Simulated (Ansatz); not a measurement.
An input meant for the cluster VS₂⁻ (charge -1, singlet).

```yaml
crystal:
  periodic: [false, false, false]
  atoms:
    - {symbol: V, position_ang: [-0.142358, -0.189968, 0.703284]}
    - {symbol: S, position_ang: [1.115842, 1.309153, 0.187792]}
    - {symbol: S, position_ang: [-0.973484, -1.119185, -0.891066]}
basis:
  gaussian: {orbitals: aug-cc-pVDZ}
total_charge: -1
hamiltonian: {xc: {name: CCSD(T)}, pseudopotentials: {relativity: scalar}}
output: {forces: true}
```

```sh
$ ansatz run in.yaml --threads 4 --pin off --events-out ev --progress --plain --max-ram 3916MiB
```

It prints (some lines left out):

```
Error: YAML parse error: error: line 10 column 19: hamiltonian.xc: no functional is named "CCSD(T)"; the names, which are not case-sensitive, are SVWN5, SPW92, PBE, PBE0, PBEsol, revPBE, revPBE0, RPBE, rPW86-PBE, HSE06, wPBEh, LC-wPBE, HISS, HF, BLYP, B3LYP, B3LYP5, BHLYP, CAM-B3LYP, r2SCAN, r2SCANh, r2SCAN0, r2SCAN50, m-r2SCAN, B97, wB97, wB97X, wB97X-V, B97M-V, wB97M-V, B2PLYP, B2GP-PLYP, PBE0-DH, PBE-QIDH
 8 |   gaussian: {orbitals: aug-cc-pVDZ}
 9 | total_charge: -1
10 | hamiltonian: {xc: {name: CCSD(T)}, pseudopotentials: {relativity: scalar}}
11 | output: {forces: true}
```

Question: What is wrong with this run?

Answer: The method's name isn't one that the program takes here. The program refused the input.
